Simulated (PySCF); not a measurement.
## Computed properties of F2GaH2N, SMILES [NH2][Ga]([F])[F]

Ga(F)2(NH2) (F₂GaH₂N), SMILES [NH2][Ga]([F])[F]. Coordinates come from a r2SCAN-D4/def2-SVP optimisation. One conformer was computed; it need not be the lowest. All values are computed for the isolated molecule unless a solvent is named; none is compared with measurement here.

**Structure.** The optimised structure has Cs symmetry. All 12 harmonic modes at r2SCAN-D4/def2-SVP (PySCF) are real, so it is a minimum. With heavy atoms numbered as in [Ga:1]([F:2])([F:3])[NH2:4], the shortest bond between them is Ga1–F2 at 1.742 Å and the longest Ga1–N4 at 1.787 Å.

**Vibrations.** The strongest infrared lines (harmonic, unscaled, degenerate partners summed) lie at 159 cm⁻¹ (136 km/mol, N 34 %, Ga 28 %, F 23 %, H 15 %), 764 cm⁻¹ (112 km/mol, H 60 %, F 15 %, Ga 13 %, N 12 %), 775 cm⁻¹ (72 km/mol, N 48 %, Ga 27 %, F 16 %, H 9 %). The softest mode is at 158 cm⁻¹ and the zero-point energy is 18.4 kcal/mol.

**Electronic structure.** HF/def2-TZVPD (PySCF) places the frontier levels at -11.91 and 0.88 eV, a gap of 12.79 eV, and gives a dipole moment of 3.31 D and a mean polarisability of 29.1 bohr³.

**Excitations.** TDA-CAM-B3LYP/def2-SVPD (PySCF) has S1 at 5.78 eV (215 nm, f = 0.049, weak); the most intense of the 10 singlets computed lies at 8.43 eV (f = 0.23). T1 (TDA) is at 5.18 eV, 0.60 eV under S1. No vertical singlet excitation falls in the visible range (under 3.1 eV).

**NMR.** GIAO shifts at PBE0/pcSseg-1 (PySCF) (non-relativistic, atoms alike by connectivity averaged): ¹H at 1.3 ppm against TMS; ¹⁹F at -200.0 ppm against CFCl3.
